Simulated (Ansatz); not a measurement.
Calculated with Ansatz (gas phase, PBE0-D4/def2-TZVP geometries, no zero-point term in ΔE). CBS: MP2 limit from def2 TZ/QZ plus the TZ coupled-cluster correction, frozen cores. This one scheme is used for every species. DFT in def2-TZVPP. B3LYP here is the variant with VWN-RPA as its local correlation; programs differ in this. HSE06 is defined as in plane-wave codes.

Consider the silylene formation by 1,1-elimination: `F[SiH](F)[SiH3]` → `F[Si]F` + SiH₄.

(1) Is it downhill or uphill in electronic energy at CCSD(T)/CBS, and by how much? (Best estimate.)

(2) What do these levels give: B97M-V, B3LYP-D4, PBE, HSE06, CAM-B3LYP, CCSD/CBS(def2)? (An estimate is asked.)

Largest T1 diagnostic among the species: 0.015.

Results:

(1) The calculation gave: Uphill: ΔE = +1.34 eV.

(2) The calculation gave: B97M-V 1.36, B3LYP-D4 1.25, PBE 1.28, HSE06 1.43, CAM-B3LYP 1.23, CCSD/CBS(def2) 1.34 eV.

The D4 term adds +0.12 eV with B3LYP and +0.06 eV with PBE0; it sums over pairs of atoms, weighted by their polarisabilities, and B3LYP, whose exchange is more repulsive, gets the larger term. At CCSD(T), def2-SVP lies −0.21 eV from the extrapolated value and def2-TZVPP −0.06 eV. Leaving LDA and LC-ωPBE aside and taking each functional with its dispersion term where it has one, the values, not all of them listed here, spread over 0.46 eV, from BLYP-D4 to r2SCAN0-D4. LDA lies +0.26 eV from PBE without D4.
